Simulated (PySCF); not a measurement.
## Computed spin Hamiltonian

Species: CH₈ClO₂Si₃ (doublet state).
Numbering: `[SiH2:1][O:2][CH2:3][SiH2:4][O:5][SiH2:6][Cl:7]` (hydrogens: H8, H9 on Si1; H10, H11 on C3; H12, H13 on Si4; H14, H15 on Si6)

Structure used (GFN2-xTB), in Å, numbered top down from 1:
```
atom  x, y, z in Å
Si1   -2.1187    1.3308    0.5258
O2    -1.1341    0.0654    0.3004
C3    -1.0126   -0.7276   -0.8808
Si4    0.5760   -1.7407   -0.6218
O5     1.7364   -0.6872   -0.1900
Si6    2.1171    0.7937    0.3425
Cl7    1.5343    2.1498   -1.0084
H8    -3.5292    0.9574    0.4416
H9    -1.8008    2.4629   -0.3354
H10   -1.9111   -1.3399   -0.9931
H11   -0.9563   -0.0724   -1.7553
H12    0.4175   -2.6435    0.5130
H13    1.0595   -2.3511   -1.8559
H14    3.5709    0.7461    0.3865
H15    1.4466    1.0642    1.6032
```

The hyperfine couplings belong to this conformer and change with its torsions.

Level of theory: UKS B3LYP, pcH-1 on C Cl H O Si, non-relativistic, mean-field spin-orbit, GIAO in PySCF 2.14.0. Geometry: GFN2-xTB, one conformer, isolated molecule. A GFN2-xTB geometry isn't a minimum of the functional, and hyperfine couplings can be far from their values at a DFT geometry, by a factor of two or more for some ions and for spin on atoms past the first row. No stability test was run, so a lower SCF solution isn't excluded.

* g1, g2, g3: 2.00123, 2.00212, 2.00416
* g_iso: 2.00250
* Form of g: rhombic: the two nearest values differ by 30 % of g3 − g1
* ⟨S²⟩: 0.7511 (exact 0.7500)
* HOMO–LUMO gap, α and β orbitals: 5.65, 5.46 eV
* Total energy: -1522.18987 Eh

Hyperfine couplings atom by atom, in mT; T1 to T3 are the principal values of the dipolar part (MHz turned into mT with g_iso):

```
atom  isotope   a_iso  of which spin–orbit     T1     T2    T3  Mulliken spin population
 Si1     29Si  -21.25                 0.04  -5.97   2.98  2.99                      0.94
  O2      17O   -2.79                 0.00  -0.29   0.13  0.17                      0.00
  C3      13C    1.32                 0.00  -0.11  -0.11  0.22                      0.02
 Si4     29Si    0.02                 0.00  -0.02   0.01  0.01                      0.00
  O5      17O    0.00                 0.00  -0.01   0.01  0.01                      0.00
 Si6     29Si   -0.02                 0.00  -0.02   0.00  0.01                      0.00
 Cl7     35Cl    0.00                 0.00   0.00   0.00  0.01                      0.00
  H8       1H    2.40                 0.00  -0.34   0.04  0.30                      0.02
  H9       1H    2.55                 0.00  -0.34   0.04  0.30                      0.02
 H10       1H   -0.09                 0.00  -0.09  -0.05  0.14                      0.00
 H11       1H   -0.08                 0.00  -0.11  -0.04  0.14                      0.00
 H12       1H    0.00                 0.00  -0.03  -0.02  0.05                      0.00
 H13       1H    0.05                 0.00  -0.02  -0.01  0.03                      0.00
 H14       1H    0.02                 0.00  -0.02  -0.01  0.03                      0.00
 H15       1H    0.02                 0.00  -0.06  -0.05  0.12                      0.00
```

The largest Mulliken spin population is on Si1 (+0.94). The angles at Si1 add up to 337.4°, so it is pyramidal.

Axes: g3 points within 5° of the Si1–O2 bond.

Under fast tumbling the dipolar parts average out, and these isotropic splittings remain: 2 × 1H (H8/H9, I = 1/2, 3 lines) with 2.48 mT and 2 × 1H (H10/H11, I = 1/2, 3 lines) with 0.09 mT.

Class means assume fast exchange of nuclei equivalent by connectivity; if that motion is slow, each nucleus keeps its own coupling.

The 17O coupling of O2 (-78.3 MHz) shows only in satellite lines or after enrichment, since that isotope makes up about 0.038 % of natural oxygen.

The 29Si coupling of Si1 (-595.6 MHz) shows only in satellite lines or after enrichment, since that isotope makes up about 4.7 % of natural silicon.
